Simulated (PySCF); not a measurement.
PySCF input for HfF3, SMILES [F][Hf]([F])[F] (connectivity only; charge and spin as stated), neutral, multiplicity 2, TDA-B3LYP/def2-SVPD. Coordinates come from a B3LYP-D3(BJ)/def2-TZVP optimisation. The spin state was assumed, not searched. The isomer is the one that the SMILES or the coordinates give; other isomers of the formula were not compared. The def2 effective core potentials stand for the cores of Hf; spin–orbit coupling is left out.

```python
import numpy as np
from pyscf import gto, scf, dft, tdscf

mol = gto.M(
    atom='''
    Hf    0.00000000    0.00000000    0.00000000
    F     1.91261804    0.00000000    0.00000000
    F    -0.95630902   -1.65637581    0.00000000
    F    -0.95630902    1.65637581   -0.00000000
    ''',
    basis='def2-SVPD',
    ecp={'Hf': 'def2-svp'},
    charge=0,
    spin=1,
    max_memory=1600,
    verbose=4,
)
mf = dft.UKS(mol, xc='b3lyp').density_fit(auxbasis='def2-universal-jkfit')
mf.grids.level = 3
mf.conv_tol = 1e-9
mf.max_cycle = 100
mf.kernel()
fine, coarse = mf.grids, dft.Grids(mol).set(level=1).build(with_non0tab=True)
for _ in range(3):  # follow internal instabilities
    mf.grids = coarse
    mo, _, stable, _ = mf.stability(return_status=True, nroots=4)
    mf.grids = fine
    if stable:
        break
    mf.kernel(mf.make_rdm1(mo, mf.mo_occ))
mf.grids = dft.Grids(mol).set(level=1).build(with_non0tab=True)  # coarser grid for the response kernel
td = tdscf.TDA(mf)
td.nstates = 10
td.conv_tol = 1e-4
td.kernel(x0=td.get_init_guess(mf, 15))
td.analyze(verbose=3)
```

Output:

```
PySCF version 2.14.0

[INPUT] verbose = 4
[INPUT] num. atoms = 4
[INPUT] num. electrons = 39
[INPUT] charge = 0
[INPUT] spin (= nelec alpha-beta = 2S) = 1
[INPUT] symmetry False subgroup None
[INPUT] Mole.unit = angstrom
[INPUT] Symbol           X                Y                Z      unit          X                Y                Z       unit  Magmom
[INPUT]  1 Hf     0.000000000000   0.000000000000   0.000000000000 AA    0.000000000000   0.000000000000   0.000000000000 Bohr   0.0
[INPUT]  2 F      1.912618040000   0.000000000000   0.000000000000 AA    3.614324276502   0.000000000000   0.000000000000 Bohr   0.0
[INPUT]  3 F     -0.956309020000  -1.656375810000   0.000000000000 AA   -1.807162138251  -3.130096640255   0.000000000000 Bohr   0.0
[INPUT]  4 F     -0.956309020000   1.656375810000   0.000000000000 AA   -1.807162138251   3.130096640255   0.000000000000 Bohr   0.0

nuclear repulsion = 128.460005230945
number of shells = 40
number of NR pGTOs = 159
number of NR cGTOs = 104
basis = def2-SVPD
ecp = {'Hf': 'def2-svp'}


******** <class 'pyscf.df.df_jk.DFUKS'> ********
method = DFUKS
initial guess = minao
damping factor = 0
level_shift factor = 0
DIIS = <class 'pyscf.scf.diis.CDIIS'>
diis_start_cycle = 1
diis_space = 8
diis_damp = 0
SCF conv_tol = 1e-09
SCF conv_tol_grad = None
SCF max_cycles = 100
direct_scf = False
number electrons alpha = 20  beta = 19
XC library pyscf.dft.libxc version 7.1.2
    S. Lehtola, C. Steigemann, M. J. T. Oliveira, and M. A. L. Marques,  SoftwareX 7, 1–5 (2018)
XC functionals = b3lyp
    P. J. Stephens, F. J. Devlin, C. F. Chabalowski, and M. J. Frisch,  J. Phys. Chem. 98, 11623 (1994)
radial grids:
    Treutler-Ahlrichs [JCP 102, 346 (1995); DOI:10.1063/1.469408] (M4) radial grids

becke partition: Becke, JCP 88, 2547 (1988); DOI:10.1063/1.454033
pruning grids: <function nwchem_prune>
grids dens level: 3
symmetrized grids: False
atomic radii adjust function: <function treutler_atomic_radii_adjust>
small_rho_cutoff = 0
Set gradient conv threshold to 3.16228e-05
tot grids = 66584
******** <class 'pyscf.df.df.DF'> ********
auxbasis = def2-universal-jkfit
init E= -334.720314194133
  alpha nocc = 20  HOMO = -0.383247639909555  LUMO = -0.342545982385507
  beta  nocc = 19  HOMO = -0.699898044458352  LUMO = -0.383247639909534

WARN: HOMO -0.383247639909555 >= LUMO -0.383247639909534

cycle= 1 E= -347.448148285164  delta_E= -12.7  |g|= 0.598  |ddm|= 5.26
  alpha nocc = 20  HOMO = -0.195084882006931  LUMO = 0.00237335914841026
  beta  nocc = 19  HOMO = -0.289271109309797  LUMO = -0.0914930992828005
  HOMO = -0.195084882007  LUMO = -0.0914930992828  gap/eV = 2.81888
cycle= 2 E= -347.2155009949  delta_E= 0.233  |g|= 1.05  |ddm|= 1.21
  alpha nocc = 20  HOMO = -0.191169366016283  LUMO = -0.0155814044263924
  beta  nocc = 19  HOMO = -0.420932237025843  LUMO = -0.0920329617388482
  HOMO = -0.191169366016  LUMO = -0.0920329617388  gap/eV = 2.69764
cycle= 3 E= -347.56385044791  delta_E= -0.348  |g|= 0.132  |ddm|= 0.659
  alpha nocc = 20  HOMO = -0.223590301993191  LUMO = -0.0560395363472359
  beta  nocc = 19  HOMO = -0.428175046235233  LUMO = -0.119018609899477
  HOMO = -0.223590301993  LUMO = -0.119018609899  gap/eV = 2.84554
cycle= 4 E= -347.572368779215  delta_E= -0.00852  |g|= 0.0163  |ddm|= 0.203
  alpha nocc = 20  HOMO = -0.220602162185319  LUMO = -0.0519417568046219
  beta  nocc = 19  HOMO = -0.427674939268491  LUMO = -0.115712490662954
  HOMO = -0.220602162185  LUMO = -0.115712490663  gap/eV = 2.85419
cycle= 5 E= -347.572484469661  delta_E= -0.000116  |g|= 0.00139  |ddm|= 0.0167
  alpha nocc = 20  HOMO = -0.220652243517641  LUMO = -0.0519610338916244
  beta  nocc = 19  HOMO = -0.427946150212046  LUMO = -0.115701058509334
  HOMO = -0.220652243518  LUMO = -0.115701058509  gap/eV = 2.85587
cycle= 6 E= -347.572485248838  delta_E= -7.79e-07  |g|= 0.000174  |ddm|= 0.00166
  alpha nocc = 20  HOMO = -0.22071505198555  LUMO = -0.0520385777532938
  beta  nocc = 19  HOMO = -0.428031279057897  LUMO = -0.115743455037784
  HOMO = -0.220715051986  LUMO = -0.115743455038  gap/eV = 2.85642
cycle= 7 E= -347.572485286006  delta_E= -3.72e-08  |g|= 4.81e-05  |ddm|= 0.000561
  alpha nocc = 20  HOMO = -0.220705520243396  LUMO = -0.0520242643169067
  beta  nocc = 19  HOMO = -0.428025344028358  LUMO = -0.115733085056473
  HOMO = -0.220705520243  LUMO = -0.115733085056  gap/eV = 2.85645
cycle= 8 E= -347.572485288463  delta_E= -2.46e-09  |g|= 2.67e-05  |ddm|= 0.000103
  alpha nocc = 20  HOMO = -0.220705814687822  LUMO = -0.0520237999288319
  beta  nocc = 19  HOMO = -0.428025265616831  LUMO = -0.11573327565468
  HOMO = -0.220705814688  LUMO = -0.115733275655  gap/eV = 2.85645
cycle= 9 E= -347.572485288676  delta_E= -2.13e-10  |g|= 1.3e-05  |ddm|= 2.56e-05
  alpha nocc = 20  HOMO = -0.220706696930254  LUMO = -0.0520251416800451
  beta  nocc = 19  HOMO = -0.428027420298338  LUMO = -0.115734063438389
  HOMO = -0.22070669693  LUMO = -0.115734063438  gap/eV = 2.85645
Extra cycle  E= -347.572485288533  delta_E= 1.43e-10  |g|= 2.49e-05  |ddm|= 2.56e-05
converged SCF energy = -347.572485288533  <S^2> = 0.7508047  2S+1 = 2.0008045
tot grids = 24744
uhf_internal: lowest eigs of H = [0.15631842 0.15654697 0.32110938 0.32122119]
<class 'pyscf.df.df_jk.DFUKS'> wavefunction is stable in the internal stability analysis
tot grids = 24744


******** <class 'pyscf.tdscf.uks.TDA'> for <class 'pyscf.df.df_jk.DFUKS'> ********
nstates = 10
deg_eia_thresh = 1.000e-03
wfnsym = None
conv_tol = 0.0001
eigh lindep = 1e-12
eigh level_shift = 0
eigh max_cycle = 100


Excitation energies (eV)
[2.29096834 2.29215864 4.45871358 4.45952609 4.47993327 4.75211767
 5.86592682 5.86637148 7.25999557 7.26018136]

** Excitation energies and oscillator strengths **
Excited State   1:      2.29097 eV    541.19 nm  f=0.0000
Excited State   2:      2.29216 eV    540.91 nm  f=0.0000
Excited State   3:      4.45871 eV    278.07 nm  f=0.0263
Excited State   4:      4.45953 eV    278.02 nm  f=0.0263
Excited State   5:      4.47993 eV    276.75 nm  f=0.3938
Excited State   6:      4.75212 eV    260.90 nm  f=0.0000
Excited State   7:      5.86593 eV    211.36 nm  f=0.0571
Excited State   8:      5.86637 eV    211.35 nm  f=0.0571
Excited State   9:      7.26000 eV    170.78 nm  f=0.0017
Excited State  10:      7.26018 eV    170.77 nm  f=0.0017
```

Self-consistency was reached.

Cost: roughly 120 core-seconds.
